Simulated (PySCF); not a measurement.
SMILES C#Cc1ccc(C=O)cc1 (GFN2-xTB optimised geometry):

```
16

C     -2.003    -3.065     0.002
C     -1.404    -2.024     0.001
C     -0.696    -0.800     0.000
C     -1.392     0.412     0.000
C     -0.698     1.602     0.000
C      0.699     1.606     0.000
C      1.427     2.879     0.001
O      0.921     3.973     0.001
C      1.391     0.393     0.000
C      0.702    -0.800     0.000
H     -2.530    -3.973     0.003
H     -2.472     0.403     0.000
H     -1.215     2.549     0.000
H      2.530     2.761     0.001
H      2.471     0.396     0.000
H      1.231    -1.742     0.000
```

Calculation: PySCF with B3LYP/def2-TZVP.

### Question
What are the frontier orbital energies and the dipole moment?

### Answer
HOMO-2 -7.81 eV, HOMO-1 -7.37 eV, HOMO -7.10 eV, LUMO -2.48 eV, LUMO+1 -1.01 eV; dipole moment 3.14 D.

Meta-Löwdin charges at B3LYP/def2-TZVP: C1 -0.20, C2 -0.03, C3 0.02, C4 -0.10, C5 -0.09, C6 -0.04, C7 0.27, O8 -0.40, C9 -0.10, C10 -0.11, H11 0.18, H12 0.13, H13 0.14, H14 0.07, H15 0.12, H16 0.13.
